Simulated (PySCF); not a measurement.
[InMeH3]-, CH₆In (charge -1).
Cartesian coordinates in Å at the PBE0-D3(BJ)/def2-SVP level; atoms count from 1:
```
atom  x, y, z in Å
In1    0.020   -0.006   -1.058
C2     0.014   -0.019    1.182
H3    -1.013    0.061    1.580
H4     0.595    0.828    1.585
H5     0.456   -0.949    1.579
H6     1.719   -0.015   -1.641
H7    -0.810    1.475   -1.648
H8    -0.842   -1.461   -1.663
```

Theory: PBE0-D3(BJ)/def2-SVP geometry optimisation, gas phase, def2 core potentials past Kr (PySCF 2.14.0).

Problem. Which atoms are bound to In1, and at what distances?

Solution. 4 atoms: H8 1.796 Å, H6 1.797 Å, H7 1.797 Å, C2 2.240 Å. The nearest atom not counted as bound is H4, at 2.83 Å (others tie with it).

Problem. List the angles at In1.

Solution. 
```
    angle  degrees  distance of the outer atoms (Å)
H6–In1–H8    109.9                             2.94
H7–In1–H8    109.6                             2.94
H6–In1–H7    109.6                             2.94
C2–In1–H7    109.4                             3.30
C2–In1–H8    109.3                             3.30
C2–In1–H6    109.1                             3.30
```

Problem. What is the shape at In1?

Solution. Tetrahedral: angles from 109.1° to 109.9°; τ4 = (360° − α − β)/141° = 1.00 with α and β the two widest (0 for a square, 1 for a tetrahedron).

Problem. What are the other bond lengths?

Solution. C2–H3, C2–H4, C2–H5 1.104 Å.

Point group: near C3v, missed by 0.10 Å at most; the miss may be what the optimiser left on a soft mode (C3 holds within 0.08 Å). Charge -1, singlet. The geometry's basis has no diffuse functions, a weakness for an anion. No frequency check.

On one thread, Intel Xeon Platinum 8259CL at 2.50 GHz (x86_64), on a shared host, this took 14 s of wall time and 0.29 GiB of memory at its peak. These figures are those of the optimisation.
